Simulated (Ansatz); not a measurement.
`F[SiH](Cl)[GeH3]` + `[CH3]`• → `F[Si](Cl)[GeH3]`• + CH₄  (hydrogen abstraction from the Si–H bond)

Calculated with Ansatz (gas phase, PBE0-D4/def2-TZVP geometries, no zero-point term in ΔE). CCSD(T)/CBS is the MP2 limit (def2-TZVPP, def2-QZVPP) plus CCSD(T) − MP2 in def2-TZVPP, frozen cores. This one scheme is used for every species. Functionals use def2-TZVPP. B3LYP here is the variant with VWN-RPA as its local correlation; programs differ in this. Open shells (•) are unrestricted, without spin–orbit coupling. For Ge outer-core shells are correlated without core-valence functions, which leaves a few kJ/mol of doubt a bond. Scalar relativity is left out up to krypton.

| level | ΔE (kcal/mol) | difference from CCSD(T)/CBS |
| --- | --- | --- |
| LDA (SPW92) | -26.8 | -9.9 |
| BLYP-D4 | -21.6 | -4.7 |
| r2SCAN0-D4 | -17.0 | -0.1 |
| BHLYP-D4 | -16.1 | 0.8 |
| CAM-B3LYP-D4 | -18.3 | -1.4 |
| ωB97M-V | -18.2 | -1.3 |
| PBE-QIDH | -18.0 | -1.1 |
| PBE | -23.2 | -6.3 |
| revPBE | -22.3 | -5.4 |
| BLYP | -21.7 | -4.8 |
| r2SCAN | -18.2 | -1.3 |
| PBE0 | -20.2 | -3.3 |
| B3LYP | -19.6 | -2.7 |
| BHLYP | -16.1 | 0.8 |
| HF/def2-TZVPP | -9.4 | 7.5 |
| MP2/def2-TZVPP | -18.1 | -1.2 |
| CCSD(T)/CBS | -16.9 | 0 |

Largest T1 diagnostic among the species: 0.014.

In def2-TZVPP, CCSD(T) changes the Hartree–Fock value by −7.4 kcal/mol (the triples alone add −1.1 kcal/mol) and MP2 by −8.6 kcal/mol. Leaving LDA and LC-ωPBE aside and taking each functional with its dispersion term where it has one, the values, not all of them listed here, spread over 7.1 kcal/mol, from PBE-D4 to BHLYP-D4. LDA lies −3.6 kcal/mol from PBE without D4.
